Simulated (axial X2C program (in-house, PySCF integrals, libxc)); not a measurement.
**FPdF: the levels of the configuration d8 s0**

Calculated with an axial X2C code built on PySCF integrals: two-component X2C with atomic mean-field Coulomb and Gaunt terms, basis F dyall-av3z, Pd dyall-v3z (cores contracted in-house). Orbitals come from Hartree–Fock averaged over the configuration Pd d8 s0; CI then distributes these electrons over the d, s shells of Pd.

F–Pd–F held linear, both bonds 1.927 Å (near the minimum of the configuration average).

Active spinors (ω > 0):

```tsv
shell	ω	ε (eV)	character
d	3/2	-14.96	100% Pd d
d	5/2	-14.52	100% Pd d
d	1/2	-13.64	90% Pd d, 8% F p
d	3/2	-13.39	90% Pd d, 6% F p
d	1/2	-11.91	75% Pd d, 12% Pd s, 10% F p
s	1/2	0.60	83% Pd s, 9% Pd d
```

Lowest levels of this model:

| Ω | energy (cm⁻¹) | g∥ | configuration |
| --- | --- | --- | --- |
| 0 | 0 | 0.00 | 100% d8 |
| 2 | 90 | 5.75 | 100% d8 |
| 1 | 432 | 2.03 | 100% d8 |
| 0 | 2190 | 0.00 | 100% d8 |
| 3 | 2279 | 7.96 | 100% d8 |
| 0 | 3880 | 0.00 | 100% d8 |
| 2 | 4087 | 4.22 | 100% d8 |
| 1 | 5293 | 1.30 | 100% d8 |
| 1 | 5554 | 2.67 | 100% d8 |
| 0 | 6490 | 0.00 | 100% d8 |
| 4 | 8311 | 10.00 | 100% d8 |
| 1 | 10180 | 2.00 | 100% d8 |
| 3 | 10706 | 6.04 | 100% d8 |
| 2 | 12159 | 2.30 | 100% d8 |
| 2 | 16588 | 5.08 | 100% d8 |
| 0 | 18559 | 0.00 | 100% d8 |
| 0 | 18906 | 0.00 | 100% d8 |
| 0 | 23353 | 0.00 | 100% d8 |

g∥ is the magnitude of 2⟨Lz + ge Sz⟩ for the +Ω component.

This point took 2.1 s on 1 thread of Intel(R) Xeon(R) Platinum 8488C (Sapphire Rapids) (shared host).

Dynamic correlation is missing, so gaps between terms are too wide and other configurations may lie lower; the lowest level listed is that of this model, not necessarily the ground state. For d shells the ligand-field splittings (σ, π, δ) and their order can be off by a thousand cm⁻¹ or more. At most 4 roots were kept for each Ω > 0 (twice that for Ω = 0) within 3.2 eV of the lowest, so higher up levels can be missing between those listed; levels with Ω > 0 are doubly degenerate and listed once, Ω = 0 levels singly. Some active spinors are only partly of the character that their shell is named for, so the shell names and counts are nominal. States that fill the shells left empty in the average are placed too high. The molecule was held linear; bending was not examined.
